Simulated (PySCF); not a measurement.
## Adding and removing an electron: SnC

ROHF-CCSD(T); Sn cc-pVDZ-PP with ECP28, C cc-pVDZ; scalar-relativistic core potentials (PySCF 2.14). Neutral (ROHF): triplet (σ ↑, π ↑), Re = 2.047 Å, ωe = 640 cm⁻¹, De = 2.66 eV.

SnC⁺ (UHF): quartet (σ ↑, π ↑↑), Re = 2.138 Å, ωe = 587 cm⁻¹, De = 2.28 eV to Sn⁺ + C. The energies at the minima are -251.26205 hartree for SnC and -250.98585 for SnC⁺.

Question: Work out the adiabatic ionisation energy, without and with harmonic zero-point energies (1 hartree = 27.2114 eV, 1 eV = 8065.5 cm⁻¹), and the change of the bond length.

Answer: At CCSD(T): 0.27620 hartree = 7.516 eV between the minima; the zero-point term (587.0 − 640.0)/2 cm⁻¹ = -0.003 eV makes it 7.512 eV. Re changes by +9.1 pm against the neutral. The electron leaves a π orbital, and the longer bond of the ion fits a bonding orbital, or a change in how ionic the bond is.

Correlated steps freeze 5 core orbitals. UHF and ROHF references stand side by side, which adds small steps between rows. Correlated levels converge slowly with the basis: in double zeta they bind strong bonds too weakly, by up to about 1 eV, and carry superposition errors of some tenths. These are scalar-relativistic numbers at best; spin–orbit coupling would shift them, the dissociation energy most. For an ion De counts to the pair picked by the measured ionisation energies or electron affinities, which need not be the lowest pair at this level. The CCSD T1 diagnostic is raised in SnC, a sign that a single reference may not be enough there. States were picked by a PBE0 search and need not be the measured ground states.

Neutral and ion stand on different kinds of reference determinant, which adds to the error of the difference.
